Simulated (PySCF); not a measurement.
Species: cyclopentylmethylsulfide, C6H12S.
Structure used (GFN2-xTB), in Å, numbered top down from 1:
```
atom  x, y, z in Å
C1     2.9154   -0.6861   -0.2182
S2     1.8249    0.3396    0.8063
C3     0.3771    0.4458   -0.3140
C4    -0.3595   -0.8939   -0.4416
C5    -1.8407   -0.5234   -0.4163
C6    -1.8851    0.6221    0.5902
C7    -0.6478    1.4502    0.2390
H8     3.8562   -0.7717    0.3149
H9     2.4751   -1.6696   -0.3551
H10    3.0733   -0.1986   -1.1767
H11    0.7755    0.7791   -1.2749
H12   -0.0781   -1.4353   -1.3444
H13   -0.1276   -1.5175    0.4239
H14   -2.4723   -1.3634   -0.1319
H15   -2.1565   -0.1687   -1.3989
H16   -2.8019    1.2063    0.5276
H17   -1.7951    0.2262    1.6024
H18   -0.2520    1.9815    1.1036
H19   -0.8908    2.1866   -0.5282
```

The closed-shell SCF was solved with PySCF and density fitting under several settings on one GFN2-xTB geometry (grid level 2 and gas phase unless stated).

| settings | basis functions | SCF cycles | E (Eh) | HOMO (eV) | LUMO (eV) | dipole (D) |
| --- | --- | --- | --- | --- | --- | --- |
| KT3/pcseg-1, IEF-PCM acetone | 162 | 13 | -640.6821 | -5.21 | -0.16 | 2.34 |
| wB97X/def2-SVPD | 243 | 12 | -633.7206 | -8.52 | 2.43 | 1.80 |
| revPBE/ANO-RCC-VDZP, grid level 3, energy threshold 1e-08 Eh | 162 | 10 | -633.7171 | -4.78 | -0.31 | 1.68 |
| HCTH407/cc-pVDZ, IEF-PCM acetone | 162 | 14 | -634.1326 | -5.04 | 0.10 | 2.12 |

Q: Estimate the row for these settings: PBE0/STO-3G, IEF-PCM chloroform.

A: 
```tsv
settings	basis functions	SCF cycles	E (Eh)	HOMO (eV)	LUMO (eV)	dipole (D)
PBE0/STO-3G, IEF-PCM chloroform	51	11	-626.4779	-2.97	6.70	1.04
```

Q: Over all rows, what range does the HOMO–LUMO gap span?

A: From 4.47 eV (revPBE/ANO-RCC-VDZP, grid level 3, energy threshold 1e-08 Eh) to 10.95 eV (wB97X/def2-SVPD). The functional of the narrowest has no exact exchange, that of the widest range-separated exact exchange.

Q: And the dipole moment?

A: From 1.04 D (PBE0/STO-3G, IEF-PCM chloroform) to 2.34 D (KT3/pcseg-1, IEF-PCM acetone); the largest is 2.25 times the smallest, and the median is 1.80 D.

Cycle counts include a coarse-grid stage where the run had one. KT3 was designed for NMR shieldings or shifts; total energies of different functionals aren't comparable. ANO-RCC sets were contracted for a scalar-relativistic Hamiltonian, but ran non-relativistically here. One conformer (not necessarily the lowest) at the GFN2-xTB geometry, without vibrations or thermal averaging.
